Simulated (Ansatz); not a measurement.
Si4Ge6. Charge 0, multiplicity 3. Geometry PBE-D4/def2-SVP, that of the neutral singlet; atoms count from 1.

Cartesian coordinates in Å:
```
Si 0.449 -1.609 0.028
Si 0.877 0.448 1.697
Si -1.333 -0.439 1.549
Si 2.493 -0.487 0.036
Ge 0.837 2.808 0.842
Ge -1.674 -0.267 -1.305
Ge 0.691 -0.920 -2.380
Ge -1.416 1.695 0.396
Ge 0.933 1.207 -1.135
Ge -1.857 -2.436 0.274
```

At PBE0-D4/def2-SVP a singlet of charge 0 lies 1.53 eV below the triplet at the same geometry. The structure comes from a short search, and lower isomers may exist.

Q: Estimate the Mulliken populations from the PBE0/def2-SVP orbitals of Ansatz.

A: 
| atom | charge (e) | spin (α − β) |
| --- | --- | --- |
| Si1 | -0.24 | 0.29 |
| Si2 | -0.10 | 0.20 |
| Si3 | -0.07 | 0.19 |
| Si4 | 0.11 | 0.12 |
| Ge5 | 0.18 | 0.41 |
| Ge6 | -0.05 | 0.07 |
| Ge7 | 0.17 | 0.25 |
| Ge8 | 0.01 | 0.37 |
| Ge9 | -0.17 | 0.03 |
| Ge10 | 0.16 | 0.07 |
Mulliken values depend strongly on the basis.

Q: Where does the spin sit?

A: Summed by element: Si 0.80, Ge 1.20, of 2 unpaired in all. Largest on single atoms: Ge5 0.41, Ge8 0.37, Si1 0.29.

Q: And the Mayer bond orders between heavy atoms (over 0.3)?

A: Si1–Si2 0.33 (2.68 Å); Si1–Si3 0.43 (2.62 Å); Si1–Si4 0.66 (2.33 Å); Si1–Ge6 0.33 (2.84 Å); Si1–Ge7 0.55 (2.52 Å); Si1–Ge10 0.73 (2.46 Å); Si2–Si3 0.60 (2.39 Å); Si2–Si4 0.64 (2.50 Å); Si2–Ge5 0.64 (2.51 Å); Si2–Ge9 0.37 (2.93 Å); Si3–Ge6 0.36 (2.88 Å); Si3–Ge8 0.65 (2.43 Å); Si3–Ge10 0.77 (2.43 Å); Si4–Ge9 0.57 (2.58 Å); Ge5–Ge8 0.67 (2.55 Å); Ge5–Ge9 0.63 (2.55 Å); Ge6–Ge7 0.56 (2.68 Å); Ge6–Ge8 0.54 (2.61 Å); Ge6–Ge10 0.55 (2.69 Å); Ge7–Ge9 0.63 (2.48 Å); Ge8–Ge9 0.35 (2.85 Å).
